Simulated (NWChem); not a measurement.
Total energies of C₂H₄F

```
C
H 1 1.0994
H 1 1.1025 2 108.44
H 1 1.1088 2 107.74 3 -115.43
C 1 1.4752 2 110.25 4 -122.91
F 5 1.3371 1 116.04 2 -173.63
H 5 1.0955 6 113.11 1 151.21
```
Charge 0, spin multiplicity 2.

All runs are NWChem calculations. The geometry was optimised at UPBE0/def2-SVP, a minimum by its harmonic frequencies.

Basis set: STO-3G (19 functions).

```tsv
method	total energy (Ha)	relative cost
UHF	-175.12106	1
UMP2	-175.22632	under 3
UB2PLYP	-175.73935	under 3
UPBE	-175.78458	under 3
UB3LYP	-175.98717	under 3
UBHandHLYP	-175.92634	under 3
```

Total energies of different functionals aren't comparable as a measure of quality: only differences taken within one method are. Costs are rough ratios of processor time within this set of runs, SCF included, with UHF as 1.

The correlated methods keep 3 core orbitals frozen. B3LYP has NWChem's definition, with VWN1-RPA local correlation. The structure started from a generated list of species. The stability of the SCF solutions was not checked. Open-shell Hartree-Fock references start from PBE0 orbitals; any time given for them includes that run.
